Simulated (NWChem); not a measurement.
System: C2H8OSi; SMILES C[SiH](C)O

The following NWChem deck was run.

```
start job
memory heap 200 mb stack 900 mb global 1100 mb
geometry units angstroms noautosym nocenter noautoz
  Si     0.100985    -0.000157     0.341544
  C     -0.844042    -1.544210    -0.189784
  C     -0.840098     1.546186    -0.190113
  O      1.675328    -0.002239    -0.237698
  H      0.274322    -0.000209     1.817832
  H     -0.990316    -1.585335    -1.276670
  H     -0.314544    -2.455288     0.111213
  H     -1.838410    -1.567300     0.274152
  H     -0.308238     2.455971     0.110633
  H     -0.986321     1.587423    -1.277001
  H     -1.834377     1.571948     0.273874
  H      1.779353    -0.002726    -1.199191
end
basis spherical
  * library def2-svp
end
dft
  xc b3lyp
  iterations 150
  mulliken
end
task dft energy
esp
  recalculate
  probe 0.07
  range 0.3
  factor 1.0
  spacing 0.02
end
task esp
```

Output (shortened):

```
             Northwest Computational Chemistry Package (NWChem) 7.3.0
             --------------------------------------------------------

                             Geometry "geometry" -> ""
                             -------------------------

 Output coordinates in angstroms (scale by  1.889725989 to convert to a.u.)

  No.       Tag          Charge          X              Y              Z
 ---- ---------------- ---------- -------------- -------------- --------------
    1 Si                  14.0000     0.10098500    -0.00015700     0.34154400
    2 C                    6.0000    -0.84404200    -1.54421000    -0.18978400
    3 C                    6.0000    -0.84009800     1.54618600    -0.19011300
    4 O                    8.0000     1.67532800    -0.00223900    -0.23769800
    5 H                    1.0000     0.27432200    -0.00020900     1.81783200
    6 H                    1.0000    -0.99031600    -1.58533500    -1.27667000
    7 H                    1.0000    -0.31454400    -2.45528800     0.11121300
    8 H                    1.0000    -1.83841000    -1.56730000     0.27415200
    9 H                    1.0000    -0.30823800     2.45597100     0.11063300
   10 H                    1.0000    -0.98632100     1.58742300    -1.27700100
   11 H                    1.0000    -1.83437700     1.57194800     0.27387400
   12 H                    1.0000     1.77935300    -0.00272600    -1.19919100

 Effective nuclear repulsion energy (a.u.)     177.4121160502

                                 NWChem DFT Module
                                 -----------------

 Summary of "ao basis" -> "ao basis" (spherical)
 ------------------------------------------------------------------------------
       Tag                 Description            Shells   Functions and Types
 ---------------- ------------------------------  ------  ---------------------
 Si                         def2-svp                 8       18   4s3p1d
 C                          def2-svp                 6       14   3s2p1d
 O                          def2-svp                 6       14   3s2p1d
 H                          def2-svp                 3        5   2s1p

            General Information
            -------------------
          SCF calculation type: DFT
          Wavefunction type:  closed shell.
          No. of atoms     :    12
          No. of electrons :    42
           Alpha electrons :    21
            Beta electrons :    21
          Charge           :     0
          Spin multiplicity:     1
          Use of symmetry is: off; symmetry adaption is: off
          Maximum number of iterations: 150
          AO basis - number of functions:   100
                     number of shells:    50
          Convergence on energy requested:  1.00D-06
          Convergence on density requested:  1.00D-05
          Convergence on gradient requested:  5.00D-04

              XC Information
              --------------
                         B3LYP Method XC Potential
                     Hartree-Fock (Exact) Exchange  0.200
                        Slater Exchange Functional  0.800 local
                    Becke 1988 Exchange Functional  0.720 non-local
              Lee-Yang-Parr Correlation Functional  0.810
                  VWN I RPA Correlation Functional  0.190 local

             Grid Information
             ----------------
          Grid used for XC integration:  medium
          Radial quadrature: Mura-Knowles
          Angular quadrature: Lebedev.
          Tag              B.-S. Rad. Rad. Pts. Rad. Cut. Ang. Pts.
          ---              ---------- --------- --------- ---------
          Si                  1.10       88           8.0       590
          C                   0.70       49          11.0       434
          O                   0.60       49          10.0       434
          H                   0.35       45          12.0       434
          Grid pruning is: on
          Number of quadrature shells:   595
          Spatial weights used:  Erf1

      Superposition of Atomic Density Guess
      -------------------------------------

 Sum of atomic energies:        -442.67355132

      Non-variational initial energy
      ------------------------------

 Total energy =    -444.714417
 1-e energy   =    -960.209112
 2-e energy   =     338.082579
 HOMO         =      -0.367615
 LUMO         =       0.064026

     ---------------------------------------------
      Total Density - Mulliken Population Analysis
     ---------------------------------------------

    Atom       Charge   Shell Charges
 -----------   ------   -------------------------------------------------------
    1 Si  14    13.05   2.00  1.99  0.95  0.17  5.93  1.00  0.74  0.27
    2 C    6     6.61   1.99  0.96  0.28  2.13  1.24  0.01
    3 C    6     6.61   1.99  0.96  0.28  2.13  1.24  0.01
    4 O    8     8.79   1.99  1.10  0.64  3.09  1.96  0.00
    5 H    1     1.10   0.71  0.38  0.01
    6 H    1     0.87   0.65  0.19  0.03
    7 H    1     0.87   0.65  0.18  0.03
    8 H    1     0.86   0.65  0.18  0.03
    9 H    1     0.87   0.65  0.18  0.03
   10 H    1     0.87   0.65  0.19  0.03
   11 H    1     0.86   0.65  0.18  0.03
   12 H    1     0.65   0.52  0.07  0.06

   convergence    iter        energy       DeltaE   RMS-Dens  Diis-err
 ---------------- ----- ----------------- --------- --------- ---------
 d= 0,ls=0.0,diis     1   -445.5549281953 -6.23D+02  1.21D-02  5.54D-01
 d= 0,ls=0.0,diis     2   -445.5402522066  1.47D-02  7.14D-03  8.04D-01
 d= 0,ls=0.0,diis     3   -445.6136271345 -7.34D-02  1.30D-03  4.14D-02
 d= 0,ls=0.0,diis     4   -445.6171859579 -3.56D-03  3.89D-04  2.47D-03
 d= 0,ls=0.0,diis     5   -445.6174835556 -2.98D-04  8.87D-05  1.57D-04
  Resetting Diis
 d= 0,ls=0.0,diis     6   -445.6175041551 -2.06D-05  1.34D-05  1.15D-06
 d= 0,ls=0.0,diis     7   -445.6175042987 -1.44D-07  6.18D-06  1.27D-07

         Total DFT energy =     -445.617504298652
      One electron energy =     -964.922218059411
           Coulomb energy =      385.308437910677
    Exchange-Corr. energy =      -43.415840200152
 Nuclear repulsion energy =      177.412116050234

 Numeric. integr. density =       41.999998804150

                       DFT Final Molecular Orbital Analysis
                       ------------------------------------

 Vector   19  Occ=2.000000D+00  E=-3.422751D-01
              MO Center=  5.2D-01, -6.2D-04, -1.2D-01, r^2= 3.4D+00
   Bfn.  Coefficient  Atom+Function         Bfn.  Coefficient  Atom+Function
  ----- ------------  ---------------      ----- ------------  ---------------
    51      0.420185   4 O  py               54      0.304146   4 O  py
    23     -0.228180   2 C  py               37     -0.228225   3 C  py
     9      0.202569   1 Si py               12      0.185667   1 Si py
    71      0.156272   7 H  s                81     -0.156264   9 H  s
     6     -0.116994   1 Si py               26     -0.111990   2 C  py

 Vector   20  Occ=2.000000D+00  E=-3.051214D-01
              MO Center=  1.8D-01, -5.7D-04,  4.6D-01, r^2= 3.4D+00
   Bfn.  Coefficient  Atom+Function         Bfn.  Coefficient  Atom+Function
  ----- ------------  ---------------      ----- ------------  ---------------
    61      0.307100   5 H  s                62      0.247359   5 H  s
    50     -0.241919   4 O  px               10      0.187317   1 Si pz
    53     -0.182820   4 O  px                8      0.159501   1 Si px
    52     -0.158720   4 O  pz               23     -0.143480   2 C  py
    37      0.143653   3 C  py               22     -0.139895   2 C  px

 Vector   21  Occ=2.000000D+00  E=-2.845908D-01
              MO Center=  3.1D-01, -2.6D-04, -1.4D-01, r^2= 3.4D+00
   Bfn.  Coefficient  Atom+Function         Bfn.  Coefficient  Atom+Function
  ----- ------------  ---------------      ----- ------------  ---------------
    51      0.429183   4 O  py               54      0.327722   4 O  py
    23      0.233239   2 C  py               37      0.233660   3 C  py
    21      0.191473   2 C  s                35     -0.191565   3 C  s
     9     -0.182064   1 Si py               26      0.145602   2 C  py
    40      0.145891   3 C  py               22      0.144191   2 C  px

 Vector   22  Occ=0.000000D+00  E= 3.574591D-02
              MO Center=  5.2D-01, -1.1D-03, -8.9D-01, r^2= 5.7D+00
   Bfn.  Coefficient  Atom+Function         Bfn.  Coefficient  Atom+Function
  ----- ------------  ---------------      ----- ------------  ---------------
    21      0.972047   2 C  s                35      0.971941   3 C  s
    97     -0.785520  12 H  s                49      0.719176   4 O  s
    77     -0.496969   8 H  s                92     -0.496910  11 H  s
    67     -0.450291   6 H  s                87     -0.450214  10 H  s
     4     -0.362417   1 Si s                72     -0.327052   7 H  s

 Vector   23  Occ=0.000000D+00  E= 6.208083D-02
              MO Center= -6.2D-01,  5.7D-04, -4.5D-02, r^2= 6.6D+00
   Bfn.  Coefficient  Atom+Function         Bfn.  Coefficient  Atom+Function
  ----- ------------  ---------------      ----- ------------  ---------------
    21      1.640084   2 C  s                35      1.639811   3 C  s
    11      0.892225   1 Si px                4     -0.797734   1 Si s
    67     -0.627751   6 H  s                87     -0.627633  10 H  s
    72     -0.557123   7 H  s                82     -0.557061   9 H  s
    49     -0.511265   4 O  s                77     -0.476501   8 H  s

 Vector   24  Occ=0.000000D+00  E= 8.069245D-02
              MO Center= -4.7D-01,  7.5D-04, -8.6D-02, r^2= 7.6D+00
   Bfn.  Coefficient  Atom+Function         Bfn.  Coefficient  Atom+Function
  ----- ------------  ---------------      ----- ------------  ---------------
    21      1.927724   2 C  s                35     -1.928038   3 C  s
    12      0.974124   1 Si py               67     -0.848063   6 H  s
    87      0.848180  10 H  s                72     -0.643969   7 H  s
    82      0.644080   9 H  s                77     -0.560516   8 H  s
    92      0.560673  11 H  s                54     -0.175407   4 O  py

     ---------------------------------------------
      Total Density - Mulliken Population Analysis
     ---------------------------------------------

    Atom       Charge   Shell Charges
 -----------   ------   -------------------------------------------------------
    1 Si  14    13.37   2.00  1.98  1.01  0.10  5.93  1.24  0.77  0.35
    2 C    6     6.25   1.98  0.90  0.22  2.14  0.99  0.02
    3 C    6     6.25   1.98  0.90  0.22  2.14  0.99  0.02
    4 O    8     8.41   1.99  1.07  0.65  2.89  1.79  0.01
    5 H    1     1.13   0.76  0.37  0.01
    6 H    1     0.97   0.74  0.21  0.03
    7 H    1     0.95   0.73  0.20  0.02
    8 H    1     0.96   0.73  0.20  0.03
    9 H    1     0.95   0.73  0.20  0.02
   10 H    1     0.97   0.74  0.21  0.03
   11 H    1     0.96   0.73  0.20  0.03
   12 H    1     0.82   0.68  0.07  0.07

     -------------------------------------------
      Total Density - Lowdin Population Analysis
     -------------------------------------------

    Atom       Charge   Shell Charges
 -----------   ------   -------------------------------------------------------
    1 Si  14    13.39   2.00  1.93  0.62  0.29  5.81  1.28  0.94  0.53
    2 C    6     6.26   1.96  0.59  0.34  1.91  1.42  0.05
    3 C    6     6.26   1.96  0.59  0.34  1.91  1.42  0.05
    4 O    8     8.24   1.97  0.88  0.60  2.72  2.04  0.01
    5 H    1     1.12   0.67  0.43  0.02
    6 H    1     0.97   0.63  0.27  0.07
    7 H    1     0.97   0.63  0.27  0.07
    8 H    1     0.97   0.63  0.27  0.07
    9 H    1     0.97   0.63  0.27  0.07
   10 H    1     0.97   0.63  0.27  0.07
   11 H    1     0.97   0.63  0.27  0.07
   12 H    1     0.92   0.56  0.18  0.18

     Multipole analysis of the density
     ---------------------------------

     L   x y z        total         alpha         beta         nuclear
     -   - - -        -----         -----         ----         -------
     0   0 0 0     -0.000000    -21.000000    -21.000000     42.000000

     1   1 0 0     -0.415678     -0.673697     -0.673697      0.931716
     1   0 1 0      0.000306      0.003715      0.003715     -0.007124
     1   0 0 1     -0.647198      0.209784      0.209784     -1.066765

     2   2 0 0    -26.604266    -90.507000    -90.507000    154.409734
     2   1 1 0      0.001182     -0.015095     -0.015095      0.031372
     2   1 0 1     -2.234798      0.615028      0.615028     -3.464853
     2   0 2 0    -25.101204   -103.028129   -103.028129    180.955054
     2   0 1 1      0.003541      0.006428      0.006428     -0.009316
     2   0 0 2    -23.720568    -30.958451    -30.958451     38.196335

                     NWChem Electrostatic Potential Fit Module
                     -----------------------------------------

 Atom parameters

 Number of atoms is                                   12
 Number of basis functions is                        100

 Grid parameters

 Maximum number of grid points is                  46603
 Number of grid points is                          46602
 Grid range                                     0.300000 nm
 Grid spacing                                   0.020000 nm
 Probe radius                                   0.070000 nm
 Atom radius factor                             1.000000

 Atomic radii

    1    0.100000
    6    0.147000
    8    0.136000
   14    0.187000
 FASTESP  F
  using M.O. file = ./job.movecs

    Atom              Coordinates                           Charge

                                                  ESP

    1 Si    0.010099   -0.000016    0.034154    0.822378
    2 C    -0.084404   -0.154421   -0.018978   -0.376039
    3 C    -0.084010    0.154619   -0.019011   -0.370670
    4 O     0.167533   -0.000224   -0.023770   -0.687489
    5 H     0.027432   -0.000021    0.181783   -0.185811
    6 H    -0.099032   -0.158534   -0.127667    0.069835
    7 H    -0.031454   -0.245529    0.011121    0.078107
    8 H    -0.183841   -0.156730    0.027415    0.063618
    9 H    -0.030824    0.245597    0.011063    0.076356
   10 H    -0.098632    0.158742   -0.127700    0.068248
   11 H    -0.183438    0.157195    0.027387    0.062461
   12 H     0.177935   -0.000273   -0.119919    0.379007
                                            ------------
                                                0.000000

 Dipole moment                                  0.764178

 Quadrupole moment Qxx                         -3.808646
                   Qyy                          0.100673
                   Qzz                          3.707973

 RMS deviation kJ/mol                           0.047226

 RRMS %                                        27.131204
```

Level: B3LYP/def2-SVP. Structure relaxed at the B3LYP/6-31G* (spherical d) level.
